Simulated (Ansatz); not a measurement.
Cost and result for the atomization energy of CHBF$_{4}$O, SMILES `FBOC(F)(F)F` (8 atoms, 7 bonds).

Total charge 0; spin multiplicity 1. Geometry: relaxed with PBE0-D4/def2-TZVP. It is one conformer, not always the lowest. Program: Ansatz. Hardware: A = 2 threads of an AMD EPYC 7R13 on a shared host; B = 2 threads of an AMD EPYC 7R13 on a shared host and a share of an NVIDIA H100 80 GB. Times are those of one run each, without the atoms' runs, and a repeat can differ threefold. Electronic energies, without spin–orbit coupling; frozen cores. CCSD(T)/CBS adds CCSD(T) − MP2 in def2-TZVPP to the MP2 limit, and its time is that of the two runs behind it. T1 = 0.013. B3LYP takes the VWN-RPA correlation (the form of Gaussian; ORCA's B3LYP/G).

CCSD(T)/CBS is a level of theory with its own doubt, some kJ/mol a heavy atom from the limit and from the frozen cores, so smaller differences don't rank the functionals.

```
                                 level  functions  wall time  atomization (kcal/mol)  difference from CCSD(T)/CBS  per bond
   PBE-D4/def2-TZVPP (with forces) [A]        231      3.4 s                   867.3                         37.1       5.3
                    MP2/def2-QZVPP [B]        429      4.6 s                   864.5                         34.3       4.9
                PBE0-D4/def2-TZVPP [A]        231      4.7 s                   834.6                          4.4       0.6
                CCSD(T)/def2-TZVPP [B]        231        5 s                   807.7                        -22.5      -3.2
 B3LYP-D4/def2-TZVPP (with forces) [A]        231      6.5 s                   825.7                         -4.5      -0.6
r2SCAN-D4/def2-TZVPP (with forces) [A]        231      6.5 s                   840.9                         10.7       1.5
                 B2PLYP/def2-TZVPP [A]        231      7.5 s                   823.6                         -6.6      -0.9
                     CCSD(T)/CBS(def2)          –      9.6 s                   830.2                          0.0       0.0
                ωB97X-V/def2-TZVPP [A]        231       10 s                   834.5                          4.3       0.6
  ωB97M-V/def2-TZVPP (with forces) [A]        231       14 s                   837.0                          6.8       1.0
```

In def2-TZVPP, CCSD(T) changes the Hartree–Fock value by +221.6 kcal/mol (the triples alone add +17.3 kcal/mol) and MP2 by +265.0 kcal/mol; breaking electron pairs costs correlation energy, which Hartree–Fock lacks. The D4 term adds +5.2 kcal/mol with B3LYP and +2.7 kcal/mol with PBE0; it sums over pairs of atoms, weighted by their polarisabilities, and B3LYP, whose exchange is more repulsive, gets the larger term. From PBE to PBE0 (25 % exact exchange), in def2-TZVPP and without D4, the atomization energy moves by −32.2 kcal/mol: exact exchange takes away binding that semilocal exchange gives to molecules.
